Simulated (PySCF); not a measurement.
**State search for NaTe⁺**

Unrestricted PBE0; Na x2c-SVPall, Te x2c-SVPall; spin-free X2C with a Gaussian nucleus (PySCF 2.14). Outer shells of the fragments: Na+ closed shells only; Te 4d10 5s2 5p4.

Followed along the bond (rough minima from three points):

```
2Ms+1  unpaired  ⟨S²⟩ at the start  R at minimum (Å)  Te (eV)
    3      π ↑↑               2.00              3.15     0.00
    1      π ↑↓               1.01              3.15     0.37
    3  σ ↑, π ↑               2.00              3.37     0.62
    1  σ ↓, π ↑               1.01              3.40     0.97
    1      none               0.00              3.14     1.47
```

Solutions found at the starting distance of 2.995 Å, counted from the lowest of them; the search is not exhaustive and high or unbound solutions are not listed, so other states can lie among these:

```json
{"2Ms+1": "3", "unpaired": "π ↑↑", "term": "³Σ⁻", "E (eV)": "0.00", "⟨S²⟩": "2.00", "⟨Lz²⟩": "0.00", "μ (D)": "-9.40"}
{"2Ms+1": "1", "unpaired": "π ↑↓", "term": "mixed", "E (eV)": "0.37", "⟨S²⟩": "1.01", "⟨Lz²⟩": "2.01", "μ (D)": "-9.40"}
{"2Ms+1": "3", "unpaired": "σ ↑, π ↑", "term": "³Π", "E (eV)": "0.67", "⟨S²⟩": "2.00", "⟨Lz²⟩": "1.00", "μ (D)": "-9.85"}
{"2Ms+1": "1", "unpaired": "σ ↓, π ↑", "term": "mixed", "E (eV)": "1.02", "⟨S²⟩": "1.01", "⟨Lz²⟩": "1.00", "μ (D)": "-9.81"}
{"2Ms+1": "1", "unpaired": "none", "term": "mixed", "E (eV)": "1.47", "⟨S²⟩": "0.00", "⟨Lz²⟩": "2.00", "μ (D)": "-9.34"}
{"2Ms+1": "3", "unpaired": "σ ↑↑, π ↑↓", "term": "mixed", "E (eV)": "5.90", "⟨S²⟩": "3.01", "⟨Lz²⟩": "2.01", "μ (D)": "0.55"}
```

A term symbol is given only where ⟨S²⟩ and ⟨Lz²⟩ are close to those of a pure state; real π, δ and φ orbitals otherwise mix terms. A positive dipole points towards Te; it is taken about the centre of mass and depends on that origin.

Spin–orbit coupling is left out. Counting both spins, an empty level lies below a filled one in some of these solutions, because spin and occupation are held.
